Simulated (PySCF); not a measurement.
C4H6BF, SMILES C#CB(F)CC. Geometry: PBE-D3(BJ)/def2-SVP. The structure was generated by enumeration, and PubChem lists no compound with its InChIKey, so it may never have been made. The values are those of a single conformer.

Computed equilibrium geometry at PBE-D3(BJ)/def2-SVP (PySCF confirms it by a frequency run) as a Z-matrix, and its point group (one conformer of several):
point group Cs.
```
C
H 1 1.1160
H 1 1.1160 2 103.32
C 1 1.5312 2 111.19 3 -119.36
H 4 1.1087 1 112.09 2 57.27
H 4 1.1088 5 107.57 1 -122.71
H 4 1.1088 5 107.57 6 -114.57
B 1 1.5720 2 106.31 3 111.71
F 8 1.3452 1 118.55 2 -54.81
C 8 1.5365 9 117.64 1 180.00
C 10 1.2296 9 154.27 8 180.00
H 11 1.0825 7 126.24 4 -131.64
```
Charge 0, spin multiplicity 1.
